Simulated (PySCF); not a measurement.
Ligands exchanged one at a time, B SiH3-SH. Gas-phase values, no solvent. One relaxed conformer stands for each flexible species; it need not be the lowest. Strings in code marks are SMILES.

The HOMO from two functionals at the same geometries (B3LYP-D3(BJ)/def2-TZVP), both in PySCF: PBE-D3(BJ)/def2-TZVP and TPSSh-D3(BJ)/def2-TZVP. 

```
species                                                                                  PBE-D3(BJ)/def2-TZVP (eV)  TPSSh-D3(BJ)/def2-TZVP (eV)
---------------------------------------------------------------------------------------  -------------------------  ---------------------------
0 of 3 SiH3 replaced by SH                                                                                   -6.84                        -7.42
1 of 3 SiH3 replaced by SH                                                                                   -6.68                        -7.25
2 of 3 SiH3 replaced by SH (`[SiH3]B(S)S` (S–B–S–H torsion 180°, S–B–S–H torsion 180°))                      -6.48                        -7.00
3 of 3 SiH3 replaced by SH (`B(S)(S)S`)                                                                      -6.36                        -6.92
```

Over these rows, drawn at random from the members with no instability flagged (it was tested for open shells, ions and some series alone), PBE minus TPSSh-D3(BJ): mean +0.56 eV, from +0.52 eV to +0.58 eV.
